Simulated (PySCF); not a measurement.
**FeN at PBE**

Computed with PBE; PySCF, no relativity, basis sets Fe def2-TZVPP, N def2-TZVPP.

- state: quartet, unpaired electrons σ ↑, π ↑, δ ↑, a mixture of terms (⟨Lz²⟩ = 4.9)
- bond length: 155.4 pm
- harmonic wavenumber: 954 cm⁻¹
- force constant: 6.01 mdyn/Å
- rotational constant Be: 0.6230 cm⁻¹
- anharmonicity ωexe: 9.21 cm⁻¹
- vibration–rotation constant αe: 0.00643 cm⁻¹
- bond order (Mayer): 2.93
- dipole moment (positive dipole means Fe(−)N(+)): -3.07 D

De is left out where the level can put another filling of the metal’s s and d shells below the measured ground configuration, by anything from nothing to about 1 eV. The state is the lowest single determinant that the PBE0 search found; with open d or f shells the true ground state can be another one.
